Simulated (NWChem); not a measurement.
System: NH$_{3}$SeS; SMILES [Se](S)N

The following NWChem deck was run.

```
start job
memory heap 200 mb stack 900 mb global 1100 mb
geometry units angstroms noautoz
  Se     0.410748    -0.458325    -0.018320
  N     -1.241831    -1.324861    -0.026975
  H     -1.340214    -1.913504     0.795392
  H     -1.353691    -1.872693    -0.875374
  S     -0.190754     1.694793    -0.042013
  H     -0.335705     1.882108     1.291396
end
basis spherical
  Se library def2-tzvp
  N library def2-tzvp
  H library def2-tzvp
  S library def2-tzvp
end
dft
  xc b3lyp
  iterations 150
  mulliken
end
task dft energy
```

Parts of the log:

```
             Northwest Computational Chemistry Package (NWChem) 7.3.0
             --------------------------------------------------------

 C1  symmetry detected

                             Geometry "geometry" -> ""
                             -------------------------

 Output coordinates in angstroms (scale by  1.889725989 to convert to a.u.)

  No.       Tag          Charge          X              Y              Z
 ---- ---------------- ---------- -------------- -------------- --------------
    1 Se                  34.0000     0.43509759    -0.45422757    -0.00766151
    2 N                    7.0000    -1.19656797    -1.35955382    -0.01302682
    3 H                    1.0000    -1.28398578    -1.94205550     0.81493284
    4 H                    1.0000    -1.29246813    -1.91837522    -0.85619657
    5 S                   16.0000    -0.21687151     1.68375318    -0.05517704
    6 H                    1.0000    -0.37094443     1.88099410     1.27577556

 Effective nuclear repulsion energy (a.u.)     255.6689758149

                                 NWChem DFT Module
                                 -----------------

 Summary of "ao basis" -> "ao basis" (spherical)
 ------------------------------------------------------------------------------
       Tag                 Description            Shells   Functions and Types
 ---------------- ------------------------------  ------  ---------------------
 Se                        def2-tzvp                16       48   6s5p4d1f
 N                         def2-tzvp                11       31   5s3p2d1f
 H                         def2-tzvp                 4        6   3s1p
 S                         def2-tzvp                13       37   5s5p2d1f

            General Information
            -------------------
          SCF calculation type: DFT
          Wavefunction type:  closed shell.
          No. of atoms     :     6
          No. of electrons :    60
           Alpha electrons :    30
            Beta electrons :    30
          Charge           :     0
          Spin multiplicity:     1
          Use of symmetry is: off; symmetry adaption is: off
          Maximum number of iterations: 150
          AO basis - number of functions:   134
                     number of shells:    52
          Convergence on energy requested:  1.00D-06
          Convergence on density requested:  1.00D-05
          Convergence on gradient requested:  5.00D-04

              XC Information
              --------------
                         B3LYP Method XC Potential
                     Hartree-Fock (Exact) Exchange  0.200
                        Slater Exchange Functional  0.800 local
                    Becke 1988 Exchange Functional  0.720 non-local
              Lee-Yang-Parr Correlation Functional  0.810
                  VWN I RPA Correlation Functional  0.190 local

             Grid Information
             ----------------
          Grid used for XC integration:  medium
          Radial quadrature: Mura-Knowles
          Angular quadrature: Lebedev.
          Tag              B.-S. Rad. Rad. Pts. Rad. Cut. Ang. Pts.
          ---              ---------- --------- --------- ---------
          Se                  1.15      112          10.0       590
          N                   0.65       49          11.0       434
          H                   0.35       45          12.0       434
          S                   1.00       88          11.0       590
          Grid pruning is: on
          Number of quadrature shells:   384
          Spatial weights used:  Erf1

      Superposition of Atomic Density Guess
      -------------------------------------

 Sum of atomic energies:       -2853.09700732

      Non-variational initial energy
      ------------------------------

 Total energy =   -2853.875096
 1-e energy   =   -4478.017251
 2-e energy   =    1368.473180
 HOMO         =      -0.247872
 LUMO         =      -0.019539

     ---------------------------------------------
      Total Density - Mulliken Population Analysis
     ---------------------------------------------

    Atom       Charge   Shell Charges
 -----------   ------   -------------------------------------------------------
    1 Se  34    33.79   2.00  2.00  1.16  0.78  0.99  0.93  6.00  5.93  0.87  2.04  0.95  8.96  1.04  0.03  0.09  0.02
    2 N    7     7.73   0.82  1.16  0.58  0.84  0.18  1.51  1.82  0.81  0.00  0.02  0.00
    3 H    1     0.69   0.23  0.35  0.08  0.03
    4 H    1     0.69   0.23  0.35  0.08  0.03
    5 S   16    16.33   2.01  0.49  1.48  1.08  0.79  4.18  1.69  0.87  2.38  1.29  0.02  0.06  0.01
    6 H    1     0.76   0.20  0.42  0.13  0.02

   convergence    iter        energy       DeltaE   RMS-Dens  Diis-err
 ---------------- ----- ----------------- --------- --------- ---------
 d= 0,ls=0.0,diis     1  -2856.3431546865 -3.11D+03  4.41D-03  1.02D+00
 d= 0,ls=0.0,diis     2  -2856.3730924338 -2.99D-02  3.01D-03  1.43D-01
 d= 0,ls=0.0,diis     3  -2856.3712754622  1.82D-03  1.54D-03  1.77D-01
 d= 0,ls=0.0,diis     4  -2856.3911527282 -1.99D-02  3.55D-04  6.53D-03
 d= 0,ls=0.0,diis     5  -2856.3917826942 -6.30D-04  1.13D-04  4.86D-04
  Resetting Diis
 d= 0,ls=0.0,diis     6  -2856.3918402645 -5.76D-05  3.80D-05  3.94D-05
 d= 0,ls=0.0,diis     7  -2856.3918445571 -4.29D-06  2.14D-05  2.62D-06
 d= 0,ls=0.0,diis     8  -2856.3918440117  5.45D-07  1.40D-05  6.23D-06
 d= 0,ls=0.0,diis     9  -2856.3918449489 -9.37D-07  1.41D-06  1.24D-07

         Total DFT energy =    -2856.391844948895
      One electron energy =    -4479.438007741844
           Coulomb energy =     1488.300187486284
    Exchange-Corr. energy =     -120.923000508255
 Nuclear repulsion energy =      255.668975814920

 Numeric. integr. density =       59.999998557251

                       DFT Final Molecular Orbital Analysis
                       ------------------------------------

[...]
```

Level: B3LYP/def2-TZVP. The geometry was optimised at B3LYP/6-31G* (spherical d).
